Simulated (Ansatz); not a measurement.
`[F][SnH2][C](F)(F)F` + H₂ → `F[C](F)(F)[SnH3]` + H–F at 400 K and 1 bar (hydrogenolysis of the Sn–F bond).

Gas-phase electronic energies from Ansatz, PBE0-D4/def2-TZVP geometries. CCSD(T)/CBS is the MP2 limit (def2-TZVPP, def2-QZVPP) plus CCSD(T) − MP2 in def2-TZVPP, frozen cores. This one scheme is used for every species. Elements past krypton have def2 core potentials. For Sn outer-core shells are correlated without core-valence functions, which leaves a few kJ/mol of doubt a bond.

```json
{"species": "`[F][SnH2][C](F)(F)F`", "CCSD(T)/CBS energy (Eh)": "-652.45213", "H − E (kJ/mol)": "111.4", "S (J/(mol·K))": "414.9"}
{"species": "H₂", "CCSD(T)/CBS energy (Eh)": "-1.17544", "H − E (kJ/mol)": "38.0", "S (J/(mol·K))": "139.0"}
{"species": "`F[C](F)(F)[SnH3]`", "CCSD(T)/CBS energy (Eh)": "-553.22148", "H − E (kJ/mol)": "120.2", "S (J/(mol·K))": "376.9"}
{"species": "H–F", "CCSD(T)/CBS energy (Eh)": "-100.39570", "H − E (kJ/mol)": "36.5", "S (J/(mol·K))": "182.2"}
```

H − E and S are ideal-gas, rigid-rotor, harmonic terms from PBE0-D4/def2-TZVP. The MP2-based limit puts H₂ 0.8 mEh under its directly extrapolated value; such offsets cancel only in part. 1 Eh = 2625.50 kJ/mol, R = 8.31446 J/(mol·K).

Task: By hand: ΔE, ΔH, ΔS and ΔG.

Result: ΔE = (-553.22148) + (-100.39570) − (-652.45213) − (-1.17544) = 0.01039 Eh = 27.3 kJ/mol. Δ(H − E) = 120.2 + 36.5 − 111.4 − 38.0 = 7.3, so ΔH = 34.6 kJ/mol. ΔS = 376.9 + 182.2 − 414.9 − 139.0 = 5.2 J/(mol·K). ΔG = 34.6 − 400 × (5.2)/1000 = 32.5 kJ/mol.

Task: By hand: the equilibrium constant, and the temperature at which ΔG would vanish if ΔH and ΔS stayed fixed.

Result: log₁₀ K = −ΔG/(RT ln 10) = -4.2. ΔG = 0 at ΔH/ΔS = 6654 K, far beyond where these terms or the molecules hold.

The number of gas molecules stays the same, so ΔS is small and ΔH decides. A doubt of 5 kJ/mol in ΔE shifts log₁₀ K by 0.7 here. Modes under 60 cm⁻¹, often nearly free rotors, make the harmonic entropy too high. These are equilibria of isolated gas molecules and say nothing of rates. Largest T1 diagnostic: 0.014 (customary marks: 0.02 for closed shells, 0.045 for open ones).
